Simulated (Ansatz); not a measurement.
One change: `CNBS` becomes `CNBCl`.

Ansatz, PBE0-D4/def2-TZVP geometries, multiplicity 1. Each molecule was computed in one conformer, which needn't be the lowest.

| property | `CNBS` |
| --- | --- |
| LUMO energy (PBE0/def2-TZVPP) / eV | 0.49 |
| HOMO energy (ωB97M-V/def2-TZVPP) / eV | -9.08 |
| HOMO–LUMO gap (PBE0/def2-TZVPP) / eV | 7.39 |
| LUMO energy (B3LYP/def2-TZVPP) / eV | 0.28 |
| HOMO energy (PBE0/def2-TZVPP) / eV | -6.90 |
| HOMO–LUMO gap (ωB97M-V/def2-TZVPP) / eV | 11.29 |

What does the change do to each property? (Estimate.)

Computed: 
| property | `CNBCl` | shift |
| --- | --- | --- |
| LUMO energy (PBE0/def2-TZVPP) / eV | 0.24 | -0.25 |
| HOMO energy (ωB97M-V/def2-TZVPP) / eV | -10.08 | -1.00 |
| HOMO–LUMO gap (PBE0/def2-TZVPP) / eV | 8.05 | 0.66 |
| LUMO energy (B3LYP/def2-TZVPP) / eV | 0.02 | -0.26 |
| HOMO energy (PBE0/def2-TZVPP) / eV | -7.81 | -0.91 |
| HOMO–LUMO gap (ωB97M-V/def2-TZVPP) / eV | 12.21 | 0.92 |

With PBE0 the HOMO falls by 0.91 eV and the LUMO falls by 0.25 eV, so the gap widens by about 0.66 eV. PBE moves the HOMO by -0.81 eV and ωB97M-V by -1.00 eV. The zero-point energy changes by -22.1 kJ/mol with -3 modes.

B3LYP here is the variant with VWN-RPA as its local correlation; programs differ in this.
